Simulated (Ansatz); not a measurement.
A structure relaxed at PBE0-D4/def2-TZVP, charge 0, multiplicity 1:

```xyz
17

C    -1.4813    0.5006    0.9055
B    -0.5698   -0.0006   -0.3137
C    -0.7787    0.7151   -1.7299
F    -0.5658   -1.4257   -0.4277
N     1.0371    0.2569    0.1468
Si    1.6971   -1.2768    0.8406
H    -2.5299    0.2624    0.7041
H    -1.4317    1.5853    1.0562
H    -1.2312    0.0188    1.8586
H    -0.6477    1.8022   -1.6808
H    -0.0980    0.3300   -2.4996
H    -1.7944    0.5392   -2.0966
H     1.5708    0.5427   -0.6704
H     1.0838    1.0260    0.8085
H     0.7804   -1.7684    1.8831
H     1.9713   -2.2181   -0.2591
H     2.9880   -0.8896    1.4744
```

Task: Give its formula and SMILES.

Result: C2H11BFNSi, `C[B-](C)(F)[NH2+][SiH3]`.

Task: Point group (tolerance 0.08 Å, 0.16 Å for H)?

Result: C1.

Task: Summarise the bond lengths by kind.

Result: 2 × B–C 1.601 to 1.603 Å; 6 × C–H 1.094 to 1.097 Å; 1 × B–F 1.430 Å; 1 × B–N 1.691 Å; 1 × N–Si 1.808 Å; 2 × H–N 1.016 to 1.017 Å; 3 × H–Si 1.473 to 1.489 Å.

Results of the Gaussian-basis code of Ansatz.
